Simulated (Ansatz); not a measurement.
Input file for Ansatz (a program for electronic structure): R-wB97M-V/def2-TZVPP on H3NSn (SMILES [NH2][SnH]), a point of a torsion scan. Elements past Kr take the def2 small-core potentials; no spin–orbit coupling.

Ansatz 0.2 input:
```yaml
crystal:
  periodic: [false, false, false]
  atoms:
    - {symbol: N, position_ang: [-0.83570249, -0.04304398, -0.24635738]}
    - {symbol: Sn, position_ang: [1.07074184, -0.91217165, -0.39671954]}
    - {symbol: H, position_ang: [-1.52926415, -0.49081930, 0.34264288]}
    - {symbol: H, position_ang: [-0.84818021, 0.93440765, 0.03301721]}
    - {symbol: H, position_ang: [1.95844580, -0.02673597, 1.03155466]}
basis:
  gaussian:
    orbitals: def2-TZVPP
hamiltonian:
  xc: {name: wB97M-V}
scf: {lower_state_search: off}
```

The head of its log:

```
WARN ansatz: RAYON_NUM_THREADS=1 ignored (pool sized by the plan → 1); use --threads N
Functional definition: wB97M-V
these checks for a lower state are left out or cut short: stability, starts, cluster_reference, orbital_swaps, neighbouring_geometries, increment
integrals: 0.05 GiB planned
764 factors; their error is unknown
integrals: 0.08 GiB planned
177 factors; integrals over basis functions are off by at most 3.1e-5 eV
mean field: 0.49 GiB planned
mean field evaluation 1: about -7362.3389 eV, gradient 5.4e1 eV
mean field evaluation 2: about -7356.7653 eV, gradient 7.2e1 eV
```

Q: Predict the final total energy.

A: -270.7801 hartree.
